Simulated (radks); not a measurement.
Task: These are the eigenvalues of the occupied orbitals of an atom or ion with whole-number occupations (Ry). Calculated with a radial shooting solver on a logarithmic mesh with Libxc functionals: scalar-relativistic Kohn-Sham, r2SCAN, spin-unpolarised, spherical densities, finite nucleus; meta-GGA in the generalised Kohn-Sham scheme; Fermi nuclear charge, rms radius of each element as measured or else 0.836 A^(1/3) + 0.57 fm.

| orbital | eigenvalue |
|---|---|
| 1s | -1053.403 |
| 2s | -197.3733 |
| 2p | -182.6845 |
| 3s | -73.63877 |
| 3p | -68.86118 |

Which element is it, and in what charge state? The configuration may be excited.

Result: Z = 35, bromine, charge +22: Br22+ in [Ne] 3s2 3p1. The list shows which subshells hold electrons but not how many an open one holds; the 1s level, -526.7 hartree, gives Z - s = 32.5 by -(Z - s)^2/2, which with screening and relativity narrows Z to a few neighbours, and the depths of the outer levels then fix element, charge and occupations together.
